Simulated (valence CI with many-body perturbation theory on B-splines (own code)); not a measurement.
**Sensitivity of CI+MBPT for Gd XXV**

Computed by configuration interaction combined with many-body perturbation theory (CI+MBPT): four valence electrons over a frozen Dirac-Fock core [Kr], a basis of 6 s, 6 p, 5 d, 5 f, 1 g functions for each j, with the one-electron correlation potential Σ1, the two-electron term Σ2, the three-electron term Σ3, Breit, model QED; selected CI, second order for the rest, scaled by the run's own slope (own B-spline code, finite nucleus).

No measured levels were compared; by estimate terms of the open shell hold to 2 to 4 % of their energy, and close levels can change places. Only levels of the ground parity were solved; by the run's estimate the other parity begins above the list, which can be wrong where configurations are misplaced.

The reference run has the lowest level (4d3/2^4) J=0 and an ionisation energy of 811.044 eV. Its largest variational space holds 9126 state functions.

Levels are named by their leading jj configuration (3d3/2^4 stands for four electrons in 3d with j = 3/2), which in mixed levels can hold well under half, so a name can repeat and another be missing. Letters in brackets count levels of one name in rising energy.

Changed runs:
A. averaging of valence orbitals over low configurations on → off; scale of Σ2 1 → 0
B. scale of Σ1 1 → 0
C. box radius (bohr) 5.9731 → 2.67; factor on the speed of light 1 → 10; QED terms on → off
D. scale of Σ2 1 → 3 (bad on purpose)

Excitation energies of the reference run in cm⁻¹, and shifts in cm⁻¹:

| Level | Reference | A | B | D |
| --- | --- | --- | --- | --- |
| (4d3/2^3 4d5/2) J=1 | 40517 | +21 | -482 | +52 |
| (4d3/2^3 4d5/2) J=2 | 63396 | +560 | -636 | -1096 |
| (4d3/2^3 4d5/2) J=4 | 71380 | +2154 | -516 | -3986 |
| (4d3/2^3 4d5/2) J=3 | 74316 | +1214 | -633 | -2450 |
| (4d3/2^2 4d5/2^2) J=0 | 106400 | -610 | -910 | +1201 |
| (4d3/2^2 4d5/2^2) J=4 [a] | 111513 | +1960 | -970 | -3131 |
| (4d3/2^2 4d5/2^2) J=2 [a] | 118062 | +1362 | -806 | -2549 |
| (4d3/2^2 4d5/2^2) J=3 [a] | 118128 | +2438 | -896 | -4331 |
| (4d3/2^2 4d5/2^2) J=5 | 128342 | +4016 | -969 | -6902 |
| (4d3/2^2 4d5/2^2) J=1 | 133239 | +615 | -974 | -1630 |
| (4d3/2^2 4d5/2^2) J=6 | 136406 | +4981 | -993 | -8569 |
| (4d3/2^2 4d5/2^2) J=4 [b] | 145711 | +3581 | -994 | -6424 |
| Ionisation energy (eV) | 811.044 | -2.068 | -2.504 | +4.521 |

Run C ends with another lowest level, (4d3/2^2 4d5/2^2) J=0, and an ionisation energy of 811.131 eV.
